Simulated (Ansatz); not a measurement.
Diatomic HCl+, multiplicity 2 (lowest of 2S+1 = 2, 4 at CCSD(T)/def2-TZVPP on PBE0 minima; our sources give no spin for the ground state, which may be another).

Constants: fifth-degree fit in 1/R to seven points, most abundant isotopes. Runs in def2 and cc sets follow the lowest solution found near the PBE0 minimum.

Cores are frozen in the correlated methods.

Run with Ansatz (Gaussian orbitals). Each number belongs to the level named beside it.

Energies at CCSD(T)/aug-cc-pV(Q+d)Z:

| R (Å) | E (hartree) |
|---|---|
| 1.227736 | -459.89309423 |
| 1.260739 | -459.89586944 |
| 1.291103 | -459.89716956 |
| 1.325427 | -459.89742965 |
| 1.359750 | -459.89662242 |
| 1.399355 | -459.89461278 |
| 1.445560 | -459.89111713 |

With a reduced mass of 0.9796 u, find the minimum, the force constant and the constants.

A fifth-degree polynomial in 1/R puts the minimum at r_e = 1.3158 Å with force constant 416 N/m. Then ω_e = (1/2πc)√(k/μ) = 2685 cm⁻¹ and B_e = h/(8π²cμr_e²) = 9.940 cm⁻¹; the cubic and quartic terms give α_e = 0.32 and ω_e x_e = 54 cm⁻¹.

Ansatz is a quantum-chemistry and plane-wave program.
